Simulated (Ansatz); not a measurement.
Frontier orbitals of CH6BNO2.

Cartesian coordinates in Å:
```
B -0.418 -1.049 -0.021
C 0.110 0.468 -0.037
N 0.637 1.000 1.046
O -1.458 -1.311 -0.981
O 0.098 1.184 -1.135
H -0.737 -1.252 1.150
H 0.664 -1.619 -0.217
H 1.151 1.868 1.071
H 0.605 0.436 1.881
H -1.124 -1.794 -1.734
H 0.473 2.069 -1.022
```

The species carries charge 0 and has multiplicity 1. The bonds changed during the relaxation, so this is another structure than the one it started from. Geometry: relaxed with PBE0-D4/def2-TZVP. It is one conformer, not always the lowest. Basis def2-TZVPP, Ansatz.

| functional | HOMO (eV) | LUMO (eV) | gap (eV) |
| --- | --- | --- | --- |
| PBE | -5.02 | -1.65 | 3.37 |
| BLYP | -4.95 | -1.56 | 3.39 |
| PBE0 | -6.58 | -0.61 | 5.97 |
| r2SCANh | -5.93 | -1.03 | 4.90 |
| r2SCAN0 | -6.82 | -0.46 | 6.36 |
| ωB97M-V | -8.99 | 1.09 | 10.08 |
| HF | -10.35 | 2.25 | 12.60 |

A quarter of exact exchange (PBE0) shifts PBE's HOMO by −1.56 eV and its LUMO by +1.03 eV; full exchange at long range (ωB97M-V) shifts them by −3.97 and +2.73 eV. The gap opens from 3.38 to 10.08 eV, since occupied levels lose self-interaction and empty ones feel all the electrons. A positive LUMO is unbound and depends on the basis.
